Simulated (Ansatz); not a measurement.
All values below come from PBE-D3(BJ)/def2-TZVP run with Ansatz (a quantum-chemistry and plane-wave program). No frequencies were computed at this level.

Ansatz 0.2 input:
```yaml
crystal:
  periodic: [false, false, false]
  atoms:
    - { symbol: C, position_ang: [-1.278656, 0.024509, -0.169162] }
    - { symbol: C, position_ang: [0.01951, -0.026231, -0.000003] }
    - { symbol: B, position_ang: [1.46528, -0.256826, 0.171812] }
    - { symbol: O, position_ang: [0.984992, 0.997223, 0.227035] }
    - { symbol: H, position_ang: [-1.834031, -0.882264, -0.330172] }
    - { symbol: H, position_ang: [-1.82887, 0.950533, -0.15468] }
    - { symbol: H, position_ang: [2.471774, -0.806946, 0.25517] }
basis:
  gaussian: { orbitals: def2-tzvp }
hamiltonian:
  xc: pbe
  dispersion: d3bj
relax:
  max_steps: 150
```

Output:

```
Functional definition: PBE
812 factors; their error is unknown
mean field evaluation 1: about -4832.3315 eV, gradient 6.0e1 eV
mean field evaluation 2: about -4820.6319 eV, gradient 9.2e1 eV
mean field evaluation 4: about -4840.1949 eV, gradient 1.5e1 eV
mean field evaluation 8: about -4840.6277 eV, gradient 3.3e-2 eV
mean field evaluation 16: about -4840.6084 eV, gradient 1.5e-4 eV
mean field -4840.60838310 eV, -177.8890769969 hartree, gradient 2.0e-5 eV, S^2 0.000000; 0 other end points of the search recorded, 0 dependent functions left out
reference -4840.60842171 eV, -177.8890784154 hartree; 14, 14 occupied and 128, 128 virtual orbitals, 812 factors
relax step   1: F+E_penalty+E_count = -4840.70925024 eV  Δ(F+E_penalty+E_count) = +0.000e0 eV  max|allowed force component| = 1.771e0 eV/Å  Δτ_max = 0.0000 Å  (29 SCF iters, accepted)
these checks for a lower state are left out or cut short: starts, cluster_reference, orbital_swaps, neighbouring_geometries, increment
812 factors; their error is unknown
mean field -4840.66407534 eV, -177.8911236488 hartree, gradient 1.1e-5 eV, S^2 0.000000; 0 other end points of the search recorded, 0 dependent functions left out
reference -4840.66411399 eV, -177.8911250692 hartree; 14, 14 occupied and 128, 128 virtual orbitals, 812 factors
relax step   2: F+E_penalty+E_count = -4840.76452213 eV  Δ(F+E_penalty+E_count) = -5.527e-2 eV  max|allowed force component| = 9.455e-1 eV/Å  Δτ_max = 0.0300 Å  (34 SCF iters, accepted)
these checks for a lower state are left out or cut short: starts, cluster_reference, orbital_swaps, neighbouring_geometries, increment
812 factors; their error is unknown
mean field evaluation 32: about -4840.6815 eV, gradient 1.2e-5 eV
mean field -4840.68151962 eV, -177.8917647143 hartree, gradient 1.2e-5 eV, S^2 0.000000; 0 other end points of the search recorded, 0 dependent functions left out
reference -4840.68155830 eV, -177.8917661356 hartree; 14, 14 occupied and 128, 128 virtual orbitals, 812 factors
relax step   3: F+E_penalty+E_count = -4840.78175897 eV  Δ(F+E_penalty+E_count) = -1.724e-2 eV  max|allowed force component| = 2.162e-1 eV/Å  Δτ_max = 0.0173 Å  (34 SCF iters, accepted)
these checks for a lower state are left out or cut short: starts, cluster_reference, orbital_swaps, neighbouring_geometries, increment
812 factors; their error is unknown
mean field -4840.68268250 eV, -177.8918074495 hartree, gradient 1.3e-5 eV, S^2 0.000000; 0 other end points of the search recorded, 0 dependent functions left out
reference -4840.68272116 eV, -177.8918088699 hartree; 14, 14 occupied and 128, 128 virtual orbitals, 812 factors
relax step   4: F+E_penalty+E_count = -4840.78292827 eV  Δ(F+E_penalty+E_count) = -1.169e-3 eV  max|allowed force component| = 1.121e-1 eV/Å  Δτ_max = 0.0068 Å  (34 SCF iters, accepted)
these checks for a lower state are left out or cut short: starts, cluster_reference, orbital_swaps, neighbouring_geometries, increment
812 factors; their error is unknown
mean field -4840.68293222 eV, -177.8918166263 hartree, gradient 1.3e-5 eV, S^2 0.000000; 0 other end points of the search recorded, 0 dependent functions left out
reference -4840.68297084 eV, -177.8918180456 hartree; 14, 14 occupied and 128, 128 virtual orbitals, 812 factors
relax step   5: F+E_penalty+E_count = -4840.78320340 eV  Δ(F+E_penalty+E_count) = -2.751e-4 eV  max|allowed force component| = 1.045e-1 eV/Å  Δτ_max = 0.0078 Å  (34 SCF iters, accepted)
these checks for a lower state are left out or cut short: starts, cluster_reference, orbital_swaps, neighbouring_geometries, increment
812 factors; their error is unknown
mean field -4840.68263684 eV, -177.8918057715 hartree, gradient 1.3e-5 eV, S^2 0.000000; 0 other end points of the search recorded, 0 dependent functions left out
reference -4840.68267544 eV, -177.8918071898 hartree; 14, 14 occupied and 128, 128 virtual orbitals, 812 factors
relax step   6: F+E_penalty+E_count = -4840.78294498 eV  Δ(F+E_penalty+E_count) = +2.584e-4 eV  max|allowed force component| = 9.015e-2 eV/Å  Δτ_max = 0.0165 Å  (33 SCF iters, rejected (line search))
these checks for a lower state are left out or cut short: starts, cluster_reference, orbital_swaps, neighbouring_geometries, increment
812 factors; their error is unknown
mean field -4840.68363752 eV, -177.8918425455 hartree, gradient 1.3e-5 eV, S^2 0.000000; 0 other end points of the search recorded, 0 dependent functions left out
reference -4840.68367611 eV, -177.8918439638 hartree; 14, 14 occupied and 128, 128 virtual orbitals, 812 factors
relax step   7: F+E_penalty+E_count = -4840.78389159 eV  Δ(F+E_penalty+E_count) = -6.882e-4 eV  max|allowed force component| = 2.372e-2 eV/Å  Δτ_max = 0.0083 Å  (34 SCF iters, accepted)
these checks for a lower state are left out or cut short: starts, cluster_reference, orbital_swaps, neighbouring_geometries, increment
812 factors; their error is unknown
mean field evaluation 64: about -4840.6837 eV, gradient 1.9e-4 eV
mean field -4840.68368102 eV, -177.8918441441 hartree, gradient 1.3e-5 eV, S^2 0.000000; 0 other end points of the search recorded, 0 dependent functions left out
reference -4840.68371961 eV, -177.8918455623 hartree; 14, 14 occupied and 128, 128 virtual orbitals, 812 factors
relax step   8: F+E_penalty+E_count = -4840.78395704 eV  Δ(F+E_penalty+E_count) = -6.545e-5 eV  max|allowed force component| = 5.246e-3 eV/Å  Δτ_max = 0.0026 Å  (35 SCF iters, accepted)
812 factors; their error is unknown
mean field -4840.68368102 eV, -177.8918441441 hartree, gradient 1.3e-5 eV, S^2 0.000000; 1 other end points of the search recorded, 0 dependent functions left out
reference -4840.68371961 eV, -177.8918455623 hartree; 14, 14 occupied and 128, 128 virtual orbitals, 812 factors
Total energy: -4840.78399564 eV, -177.8955306384 hartree
Atom 0 at    -1.297123     0.020163    -0.172172 Å, force    -0.005246    -0.000185    -0.000935 eV/Å
Atom 1 at     0.012415    -0.057303    -0.003756 Å, force     0.000469    -0.000845     0.001113 eV/Å
Atom 2 at     1.464081    -0.259521     0.171820 Å, force     0.004565    -0.002179     0.000118 eV/Å
Atom 3 at     1.000388     1.023096     0.232059 Å, force     0.002327     0.002687    -0.000486 eV/Å
Atom 4 at    -1.867387    -0.893524    -0.335498 Å, force    -0.000357    -0.001025    -0.000923 eV/Å
Atom 5 at    -1.828005     0.972648    -0.152987 Å, force     0.000719     0.000335     0.000885 eV/Å
Atom 6 at     2.515629    -0.805562     0.260534 Å, force    -0.002477     0.001212     0.000227 eV/Å
Dipole moment:    -0.000780    -0.192973    -0.018520 e Å
```

Cost: roughly 30 core-seconds.
